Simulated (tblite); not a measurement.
Input of a run (GFN2-xTB geometry optimisation, gas phase (tblite 0.8.0)), started from a force field or distance geometry:
```
{"job": {"kind": "relax", "xc": "GFN2-xTB", "basis": "xTB"}, "charge": -1, "multiplicity": 1}
C     -2.383000     0.285800     0.143500
C     -1.501800    -0.429400    -0.550400
C     -0.038700    -0.318700    -0.324400
P      1.072000    -1.267600    -1.250800
P      3.095500    -0.665800    -0.480800
C      2.748800     0.525200     0.708300
P      0.916900     0.771900     0.841000
H     -2.106200     1.016500     0.908000
H     -3.448700     0.163800    -0.046000
H     -1.842500    -1.144200    -1.285200
H      3.493000     1.065100     1.310900
```

Output (eV, eV/Å):
```
step      E/eV     max force
  0    -497.76451    3.113
  1    -498.04334    2.101
  2    -498.52652    2.240
  3    -498.67089    1.706
  4    -498.88252    1.269
  5    -498.93085    0.842
  6    -498.99645    0.625
  7    -499.01181    0.517
  8    -499.03101    0.202
  9    -499.03371    0.181
 10    -499.03619    0.139
 11    -499.03718    0.138
 12    -499.03789    0.091
 13    -499.03822    0.059
 14    -499.03849    0.065
 15    -499.03881    0.083
 16    -499.03932    0.091
 17    -499.03991    0.070
 18    -499.04037    0.068
 19    -499.04065    0.053
 20    -499.04086    0.049
 21    -499.04112    0.060
 22    -499.04146    0.060
 23    -499.04175    0.044
 24    -499.04190    0.030
 25    -499.04198    0.028
 26    -499.04206    0.025
 27    -499.04216    0.031
 28    -499.04222    0.020
 29    -499.04223    0.006
```

Q: Summarise the run.

A: The energy falls by 1.278 eV over 29 L-BFGS steps, the largest force on an atom goes from 3.11 to 0.006 eV/Å, and the atoms move by 0.197 Å rms after alignment. The bond that changes most is P4–P5 (both ends phosphorus bonded to C and P), which shortens by 0.162 Å. Bonds longer at the end by more than 0.005 Å: 3 of 11; shorter: 7. Among the angles that change most is C3–P7–C6, from 112.6° to 97.2°. The energy never rose by more than 1e-5 eV on the way. The first step brought 22 % of the lowering.

Q: What are the final bond lengths?

A: C1=C2 1.333 Å, C2–C3 1.442 Å, C3–P4 1.754 Å, P4–P5 2.085 Å, P5–C6 1.731 Å, C6–P7 1.723 Å, C3–P7 1.758 Å, C1–H8 1.079 Å, C1–H9 1.080 Å, C2–H10 1.086 Å, C6–H11 1.085 Å. Numbering counts from 1 in the input's order; the species is `[p-]1cppc1C=C`.

Its GFN2-xTB frequencies are all real (lowest 71 cm⁻¹). 3 starts were optimised and ended at 0.00, 0.00 and 0.16 kcal/mol (GFN2-xTB); the lowest of these is shown.

Conformer computed: `[CH2:1]=[CH:2][c:3]1[p:4][p:5][cH:6][p-:7]1`: C1–C2–C3–P4 180°.

One conformer stands for the species.
